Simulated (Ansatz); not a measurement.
Input file for Ansatz (a quantum-chemistry and plane-wave program): U-B3LYP/def2-TZVPP on HISn (SMILES [SnH][I]), a point of a bond scan (R = 3.120 Å). Elements past Kr take the def2 small-core potentials; no spin–orbit coupling.

Ansatz 0.2 input:
```yaml
crystal:
  periodic: [false, false, false]
  atoms:
    - {symbol: Sn, position_ang: [0.45232825, 0.91499533, 0.96539677]}
    - {symbol: H, position_ang: [0.93875786, 3.12328043, -1.18501226]}
    - {symbol: I, position_ang: [-0.44050378, -0.90427621, -0.90578170]}
basis:
  gaussian:
    orbitals: def2-TZVPP
hamiltonian:
  xc: {name: B3LYP}
magnetization: {spin_polarized: true, initial_magnetization: 0}
```

Output:

```
WARN ansatz: RAYON_NUM_THREADS=1 ignored (pool sized by the plan → 1); use --threads N
Functional definition: B3LYP
integrals: 0.04 GiB planned
902 factors; their error is unknown
mean field: 0.49 GiB planned
mean field evaluation 1: about -13948.9255 eV, gradient 1.4e1 eV
mean field evaluation 2: about -13931.5570 eV, gradient 3.8e1 eV
mean field evaluation 4: about -13951.3354 eV, gradient 6.4e0 eV
mean field evaluation 8: about -13951.9135 eV, gradient 9.8e-2 eV
mean field evaluation 16: about -13952.2049 eV, gradient 4.4e-4 eV
mean field evaluation 32: about -13948.4003 eV, gradient 8.6e0 eV
mean field evaluation 64: about -13952.1350 eV, gradient 2.5e0 eV
mean field -13952.32315818 eV, -512.7384188389 hartree, gradient 1.1e-5 eV, S^2 0.460811; 8 other end points of the search recorded, 0 dependent functions left out
reference -13952.32338128 eV, -512.7384270376 hartree; 24, 24 occupied and 90, 90 virtual orbitals, 902 factors
Total energy: -13952.32338128 eV, -512.7384270376 hartree
```

The run converged. Its determinant has ⟨S²⟩ = 0.46, a mixture of spin states.

Cost: roughly 12 core-seconds.
